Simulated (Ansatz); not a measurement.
Coupled-cluster diagnostics for B3F3 (the lowest singlet isomer of a short search), Ansatz.

Geometry of the singlet (PBE0-D4/def2-SVP):

```xyz
6

B    -0.561   -0.914    0.178
B     0.514    0.911    0.295
B     0.089    0.006   -0.906
F    -0.996   -1.477    1.247
F     0.221    0.015   -2.250
F     0.733    1.459    1.436
```

Correlated methods freeze 6 core orbitals. The structure comes from a short search, and lower isomers may exist.

Geometry of the charge 0 triplet (PBE0-D4/def2-SVP):

```xyz
6

B     0.261    0.961    0.169
B    -0.481   -0.520   -0.721
B     0.283   -0.568    0.710
F     0.379    2.243   -0.029
F     0.679   -1.361    1.700
F    -1.121   -0.755   -1.829
```

Geometry of the charge 0 quintet (PBE0-D4/def2-SVP):

```xyz
6

B     0.243    0.516    0.738
B     0.127    0.516   -1.075
B     0.130   -0.923    0.035
F     0.432    1.278    1.783
F     0.157   -2.229    0.067
F    -1.089    0.842   -1.548
```

**Question.** Estimate the CCSD(T) correlation energy, the shares of MP2 and (T), T1 and the reference's ⟨S²⟩ for: charge 0, singlet, own geometry in def2-TZVPP; charge 0, triplet, own geometry in def2-TZVPP; charge 0, quintet, own geometry in def2-TZVPP; charge 1, doublet, vertical in def2-TZVPP; and the rough time on 4 threads of Intel Xeon Platinum 8259CL on a shared host.

**Answer.** 
```tsv
state	basis	correlation (eV)	MP2 share (%)	(T) share (%)	T1	⟨S²⟩ (pure)	wall time	remarks
charge 0, singlet, own geometry	def2-TZVPP	-28.994	95.1	3.7	0.017	0.00 (0.00)	34 s	restricted SCF unstable
charge 0, triplet, own geometry	def2-TZVPP	-28.234	95.0	3.4	0.017	2.01 (2.00)	53 s	–
charge 0, quintet, own geometry	def2-TZVPP	-27.433	95.0	3.3	0.019	6.01 (6.00)	2.3 min	–
charge 1, doublet, vertical	def2-TZVPP	-27.908	95.1	3.5	0.019	0.75 (0.75)	2.1 min	–
```
Customary marks for T1 are 0.02 (closed shells), 0.045 (open shells) and about 0.05 (3d metals). T1 stays under 0.02 throughout.
